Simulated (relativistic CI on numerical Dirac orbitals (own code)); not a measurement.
Computed by Dirac-Coulomb-Breit CI, separate exchange-only KLI orbitals for each configuration, model QED, unscaled Slater integrals (own radial code, finite nucleus).

The strongest absorption lines from the ground level of an ion, among the configurations computed and to levels below about 230 eV (vacuum wavelength in Å, gf): 58.198 (0.28), 69.529 (0.47), 71.233 (0.13), 75.067 (1.2), 302.77 (0.14), 304.61 (0.26), 328.34 (0.11), 422.15 (0.16).

Which ion is it?
A. Mg9+
B. Ne5+
C. Mg5+
D. Mg7+

D. Mg7+ has 5 electrons and the ground level 2s2.2p 2P°_1/2; the strongest line goes to 2s2.3d 2D_3/2. The pattern of lines fixes the number of electrons, and along that sequence the line energies rise steadily with the charge (about as its square where n changes within one kind of shell, about linearly where n is kept but much faster in heavy ions where fine structure, which grows about as Z⁴, sets the gap, and irregularly where shells cross), which fixes Z. Configurations outside the model, such as inner-shell arrays, can give stronger lines. At this charge configurations can still be misplaced by up to about 7 % of their energy.
